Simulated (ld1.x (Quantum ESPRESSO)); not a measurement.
**Transferability test, TM potential for palladium (Pd)**

palladium (Pd), norm-conserving Troullier–Martins (Kleinman–Bylander form), made with ld1.x (Quantum ESPRESSO) 7.5 (LDA (PZ), fully relativistic). Core [Ar] 3d10, reference 4s2 4p6 4d10 5s0 5p0. Waves: 4s (bound): rc 1.10 bohr; 4p (bound): rc 1.55 bohr; 4d (bound): rc 2.15 bohr. Local part: all-electron potential smoothed inside 2.05 bohr (lloc = -1). Core correction: none.

Open shells are filled in proportion to 2j + 1 (rel_dist='average').

Energies are relative to the spin-unpolarised reference configuration 4s2 4p6 4d10 5s0 5p0; without spin polarisation the order of configurations can differ from experiment.

```json
{"valence configuration": "4s2 4p6 4d9 5s0 5p0", "charge": "+1", "ΔE all-electron (eV)": "9.393", "error AE − PS (meV)": "-6.8"}
{"valence configuration": "4s2 4p6 4d7 5s0 5p0", "charge": "+3", "ΔE all-electron (eV)": "65.067", "error AE − PS (meV)": "-54"}
{"valence configuration": "4s1 4p6 4d10 5s0 5p0", "charge": "+1", "ΔE all-electron (eV)": "91.675", "error AE − PS (meV)": "-164"}
{"valence configuration": "4s2 4p6 4d9 5s0 5p1", "charge": "0", "ΔE all-electron (eV)": "5.317", "error AE − PS (meV)": "-79"}
{"valence configuration": "4s2 4p6 4d6 5s0 5p0", "charge": "+4", "ΔE all-electron (eV)": "114.615", "error AE − PS (meV)": "-23"}
```

Problem. What are ΔE and the potential's error for 4s2 4p6 4d9 5s1 5p0?

Solution. ΔE = 1.439 eV all-electron; the error (AE − PS) is +313 meV.

Problem. What are ΔE and the potential's error for 4s2 4p6 4d8 5s0 5p0?

Solution. ΔE = 30.475 eV all-electron; the error (AE − PS) is -30 meV.
